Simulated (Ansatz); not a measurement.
A series at Si: from `O[SiH](O)O`, ligands are replaced one by one, each step taking up H₂S and setting free H₂O; n counts the steps. Ansatz, PBE0-D4/def2-TZVP geometries. Each molecule was computed in one conformer, which needn't be the lowest.

| n | molecule | HOMO energy, ωB97M-V/def2-TZVPP (eV) |
| --- | --- | --- |
| 0 | `O[SiH](O)O` | -11.44 |
| 1 | `O[SiH](O)S` | ? |
| 2 | `O[SiH](S)S` | -9.83 |
| 3 | `S[SiH](S)S` | -9.71 |

Question: By hand: fit a straight line y = ȳ + b (n − n̄) to the 3 given rows and predict n = 1.

Answer: n̄ = 1.667, ȳ = -10.327; Σ(n − n̄)(y − ȳ) = 2.843, Σ(n − n̄)² = 4.667, so b = 0.609 eV a step. Prediction: -10.327 + (0.609) × (-0.667) = -10.73 eV.

Question: By hand: compare with the computed value, -9.89 eV, and give the steps along the whole series.

Answer: The line misses by 0.84 eV (computed minus predicted). Steps: 1.55, 0.06, 0.12 eV.

One step carries most of the change, so a line is a poor guide. The highest orbital can change its character along such a series. The miss is 48.6 % of the series' range.
